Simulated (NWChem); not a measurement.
System: CH$_{6}$ClNOSi; SMILES O[Si@@H](NC)Cl

Output (shortened):

```
             Northwest Computational Chemistry Package (NWChem) 7.3.0
             --------------------------------------------------------

                             Geometry "geometry" -> ""
                             -------------------------

 Output coordinates in angstroms (scale by  1.889725989 to convert to a.u.)

  No.       Tag          Charge          X              Y              Z
 ---- ---------------- ---------- -------------- -------------- --------------
    1 C                    6.0000     0.55783400    -2.50890800    -0.11748400
    2 N                    7.0000     0.85200200    -1.10317500     0.03242100
    3 Si                  14.0000    -0.27013400     0.13194900     0.36286100
    4 O                    8.0000    -1.61176100    -0.16712500    -0.55924100
    5 Cl                  17.0000     0.68216700     1.90592900    -0.12956200
    6 H                    1.0000    -0.53125800    -2.65678500    -0.15794300
    7 H                    1.0000     0.96569800    -2.91305700    -1.05985300
    8 H                    1.0000     0.94996400    -3.12514800     0.71235900
    9 H                    1.0000     1.82872100    -0.84787900    -0.04963600
   10 H                    1.0000    -0.72159700     0.31165000     1.77133400
   11 H                    1.0000    -2.43543900     0.21947100    -0.24727600

 Effective nuclear repulsion energy (a.u.)     302.4806451379

                              NWChem Property Module
                              ----------------------

                                 NWChem DFT Module
                                 -----------------

 Summary of "ao basis" -> "ao basis" (spherical)
 ------------------------------------------------------------------------------
       Tag                 Description            Shells   Functions and Types
 ---------------- ------------------------------  ------  ---------------------
 C                          def2-svp                 6       14   3s2p1d
 N                          def2-svp                 6       14   3s2p1d
 Si                         def2-svp                 8       18   4s3p1d
 O                          def2-svp                 6       14   3s2p1d
 Cl                         def2-svp                 8       18   4s3p1d
 H                          def2-svp                 3        5   2s1p

            General Information
            -------------------
          SCF calculation type: DFT
          Wavefunction type:  closed shell.
          No. of atoms     :    11
          No. of electrons :    58
           Alpha electrons :    29
            Beta electrons :    29
          Charge           :     0
          Spin multiplicity:     1
          Use of symmetry is: off; symmetry adaption is: off
          Maximum number of iterations: 150
          AO basis - number of functions:   108
                     number of shells:    52
          Convergence on energy requested:  1.00D-06
          Convergence on density requested:  1.00D-05
          Convergence on gradient requested:  5.00D-04

              XC Information
              --------------
                         B3LYP Method XC Potential
                     Hartree-Fock (Exact) Exchange  0.200
                        Slater Exchange Functional  0.800 local
                    Becke 1988 Exchange Functional  0.720 non-local
              Lee-Yang-Parr Correlation Functional  0.810
                  VWN I RPA Correlation Functional  0.190 local

             Grid Information
             ----------------
          Grid used for XC integration:  medium
          Radial quadrature: Mura-Knowles
          Angular quadrature: Lebedev.
          Tag              B.-S. Rad. Rad. Pts. Rad. Cut. Ang. Pts.
          ---              ---------- --------- --------- ---------
          C                   0.70       49          11.0       434
          N                   0.65       49          10.0       434
          Si                  1.10       88          10.0       590
          O                   0.60       49          11.0       434
          Cl                  1.00       88          12.0       590
          H                   0.35       45          12.0       434
          Grid pruning is: on
          Number of quadrature shells:   593
          Spatial weights used:  Erf1

      Superposition of Atomic Density Guess
      -------------------------------------

 Sum of atomic energies:        -917.61788357

      Non-variational initial energy
      ------------------------------

 Total energy =    -919.822047
 1-e energy   =   -1867.506915
 2-e energy   =     645.204222
 HOMO         =      -0.299056
 LUMO         =       0.072432

   convergence    iter        energy       DeltaE   RMS-Dens  Diis-err
 ---------------- ----- ----------------- --------- --------- ---------
 d= 0,ls=0.0,diis     1   -921.0865303681 -1.22D+03  1.18D-02  7.52D-01
 d= 0,ls=0.0,diis     2   -921.0630865844  2.34D-02  6.64D-03  1.03D+00
 d= 0,ls=0.0,diis     3   -921.1636518524 -1.01D-01  1.44D-03  5.49D-02
 d= 0,ls=0.0,diis     4   -921.1681307099 -4.48D-03  5.75D-04  5.47D-03
 d= 0,ls=0.0,diis     5   -921.1687874569 -6.57D-04  1.06D-04  2.32D-04
  Resetting Diis
 d= 0,ls=0.0,diis     6   -921.1688096967 -2.22D-05  3.98D-05  2.49D-05
 d= 0,ls=0.0,diis     7   -921.1688124467 -2.75D-06  2.06D-05  1.61D-06
 d= 0,ls=0.0,diis     8   -921.1688122697  1.77D-07  1.20D-05  3.12D-06
 d= 0,ls=0.0,diis     9   -921.1688126385 -3.69D-07  1.29D-06  3.09D-08

         Total DFT energy =     -921.168812638474
      One electron energy =    -1871.947923583378
           Coulomb energy =      720.798036418791
    Exchange-Corr. energy =      -72.499570611801
 Nuclear repulsion energy =      302.480645137913

 Numeric. integr. density =       57.999993553511

                       DFT Final Molecular Orbital Analysis
                       ------------------------------------

 Vector   27  Occ=2.000000D+00  E=-3.116793D-01
              MO Center=  1.7D-01,  1.3D+00, -1.9D-01, r^2= 2.9D+00
   Bfn.  Coefficient  Atom+Function         Bfn.  Coefficient  Atom+Function
  ----- ------------  ---------------      ----- ------------  ---------------
    71      0.496884   5 Cl px               68      0.366923   5 Cl px
    51      0.279687   4 O  py               73      0.245378   5 Cl pz
    65      0.213708   5 Cl px               54      0.207294   4 O  py
    70      0.184575   5 Cl pz               67      0.107298   5 Cl pz
    72     -0.103238   5 Cl py               50      0.100440   4 O  px

 Vector   28  Occ=2.000000D+00  E=-3.053339D-01
              MO Center=  3.0D-01,  1.4D+00,  1.4D-01, r^2= 2.8D+00
   Bfn.  Coefficient  Atom+Function         Bfn.  Coefficient  Atom+Function
  ----- ------------  ---------------      ----- ------------  ---------------
    73      0.507929   5 Cl pz               70      0.378497   5 Cl pz
    67      0.219793   5 Cl pz               99     -0.218978  10 H  s
   100     -0.197094  10 H  s                71     -0.178301   5 Cl px
    52      0.160225   4 O  pz               72      0.149184   5 Cl py
    68     -0.134782   5 Cl px               55      0.112623   4 O  pz

 Vector   29  Occ=2.000000D+00  E=-2.450257D-01
              MO Center=  7.1D-01, -1.2D+00,  9.1D-02, r^2= 2.2D+00
   Bfn.  Coefficient  Atom+Function         Bfn.  Coefficient  Atom+Function
  ----- ------------  ---------------      ----- ------------  ---------------
    20      0.520191   2 N  pz               23     -0.433510   2 N  pz
    89      0.189954   8 H  s               100      0.182360  10 H  s
    84     -0.164113   7 H  s                 6      0.143563   1 C  pz
    90      0.136335   8 H  s                41     -0.128011   3 Si pz
    99      0.110863  10 H  s                85     -0.108452   7 H  s

 Vector   30  Occ=0.000000D+00  E= 3.542387D-02
              MO Center= -1.2D+00, -3.1D-01, -3.2D-02, r^2= 5.9D+00
   Bfn.  Coefficient  Atom+Function         Bfn.  Coefficient  Atom+Function
  ----- ------------  ---------------      ----- ------------  ---------------
    49      0.808439   4 O  s               105     -0.804812  11 H  s
     3      0.798018   1 C  s                85     -0.457506   7 H  s
    39      0.454982   3 Si px               80     -0.422951   6 H  s
    95     -0.391643   9 H  s                41      0.233421   3 Si pz
    90     -0.232365   8 H  s                17      0.210558   2 N  s

 Vector   31  Occ=0.000000D+00  E= 5.337227D-02
              MO Center=  6.3D-02, -5.1D-01,  1.9D-01, r^2= 6.9D+00
   Bfn.  Coefficient  Atom+Function         Bfn.  Coefficient  Atom+Function
  ----- ------------  ---------------      ----- ------------  ---------------
     3      1.053833   1 C  s                40      0.772900   3 Si py
    17      0.646610   2 N  s                95     -0.615156   9 H  s
    85     -0.604256   7 H  s                90     -0.596422   8 H  s
   105      0.459710  11 H  s                64     -0.303820   5 Cl s
    31      0.287571   3 Si s                71      0.283532   5 Cl px

[...]

 DFT Linear Response polarizability / au
 Frequency  =       0.0773000 / au
 Wavelength =     589.4353558 / nm
              X              Y              Z
 -----------------------------------------------
 X      49.6185954      0.1668586     -2.2270206
 Y       0.1668459     61.6828489      0.3681789
 Z      -2.2270098      0.3681752     42.2466710
 -----------------------------------------------
 Eigenvalues =      50.2387984     61.6911359     41.6181809
 Isotropic   =      51.1827051
 Anisotropic =      17.4412529
 -----------------------------------------------

 Magnetic Dipole Response Matrix (nonzero elements):
```

Level: B3LYP/def2-SVP. All runs use the structure optimised with PBE0/def2-SVP.

Which NWChem input produces such a log?

Several could match; the one computed here: the input that was run:
```
start job
memory heap 200 mb stack 900 mb global 1100 mb
geometry units angstroms noautosym nocenter noautoz
  C      0.557834    -2.508908    -0.117484
  N      0.852002    -1.103175     0.032421
  Si    -0.270134     0.131949     0.362861
  O     -1.611761    -0.167125    -0.559241
  Cl     0.682167     1.905929    -0.129562
  H     -0.531258    -2.656785    -0.157943
  H      0.965698    -2.913057    -1.059853
  H      0.949964    -3.125148     0.712359
  H      1.828721    -0.847879    -0.049636
  H     -0.721597     0.311650     1.771334
  H     -2.435439     0.219471    -0.247276
end
basis spherical
  C library def2-svp
  N library def2-svp
  Si library def2-svp
  O library def2-svp
  Cl library def2-svp
  H library def2-svp
end
dft
  xc b3lyp
  iterations 150
end
property
  response 1 0.0773
end
task dft property
```
